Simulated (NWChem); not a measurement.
Molecule: AlBr3; SMILES [Br][Al]([Br])[Br]

Computed with NWChem. Pople sets run with spherical d functions. This build's default masses of Se (78.918 u) and Br (79.917 u) are each other's, which moves their modes by up to 0.6 %. Each level has its own optimisation; frequencies are unscaled.

| level | r Al–Br (Å) | highest harmonic frequency (cm⁻¹) | lowest (cm⁻¹) | zero-point energy (kcal/mol) |
|---|---|---|---|---|
| BLYP/def2-SVP | 2.264 | 488 | 90 | 2.2 |
| Hartree-Fock/STO-3G | 2.176 | 654 | 116 | 2.9 |
| B3LYP/6-31G* | 2.250 | 500 | 92 | 2.3 |
